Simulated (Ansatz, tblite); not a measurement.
Removing and adding an electron: Ge(vinyl)(NHMe)3 (C5H15GeN3). Total charge 0; singlet. Geometry: r2SCAN-D4/def2-SVP. Ansatz, gas phase; energy differences of separate SCF runs; the oxidised species was run as a doublet alone; the reduced species was run as a doublet alone.

Cartesian coordinates in Å:
```
Ge 0.0170 -0.1295 -0.1406
C -0.9629 -1.5029 -1.0980
C -1.4247 -1.3077 -2.3419
H -1.1171 -2.4796 -0.6187
H -1.2831 -0.3478 -2.8538
H -1.9584 -2.0883 -2.8983
N -0.4757 1.4929 -0.8506
C -1.8454 1.9661 -0.7841
H 0.1985 2.2262 -0.6388
H -2.0254 2.7693 -1.5213
H -2.5344 1.1440 -1.0384
H -2.1577 2.3537 0.2089
N 1.8407 -0.0358 -0.3008
C 2.6842 -1.1267 0.1510
H 2.1411 0.3476 -1.1947
H 3.7124 -0.7759 0.3530
H 2.2837 -1.5223 1.0980
H 2.7578 -1.9797 -0.5557
N -0.2380 -0.4833 1.6399
C 0.2572 0.4154 2.6640
H -1.1239 -0.9213 1.8786
H 0.4383 -0.1186 3.6145
H 1.2252 0.8301 2.3390
H -0.4095 1.2744 2.8890
```

The xTB rows come from tblite. HOMO above LUMO, or a gap near zero within one spin, warns that the state may not be the lowest or that an electron is smeared out.

| level | −HOMO (eV) | vertical IE (eV) | −LUMO (eV) | vertical EA (eV) | HOMO–LUMO gap (eV) | IE − EA (eV) | remarks |
| --- | --- | --- | --- | --- | --- | --- | --- |
| GFN1-xTB | 9.98 | 12.56 | 7.02 | 3.95 | 2.97 | 8.61 | – |
| GFN2-xTB | 9.34 | 11.98 | 6.13 | 2.72 | 3.21 | 9.26 | – |
| PBE-D4/def2-TZVP | 4.80 | – | 1.37 | -1.14 | 3.43 | – | HOMO above zero (-1 doublet), gap within one spin near zero (-1 doublet) |
| PBE0-D4/def2-TZVP | 6.16 | 7.85 | 0.39 | -1.26 | 5.76 | 9.11 | HOMO above zero (-1 doublet) |
| BHLYP-D4/def2-TZVP | 7.47 | 8.10 | -0.67 | -1.46 | 8.14 | 9.56 | HOMO above zero (-1 doublet) |

Run but left out: PBE-D4/def2-TZVP (charge +1 doublet: an occupied level 0.02 eV above an empty one).   A HOMO above zero means that the electron is unbound at that level or that self-interaction error raises the level; the energy of removing that electron tells which. Raw xTB energy differences between charge states are shifted by several eV; the methods need an empirical correction for them. Sets without diffuse functions give affinities that are too small. A negative affinity means that the extra electron isn't bound; its size then hangs on the basis.
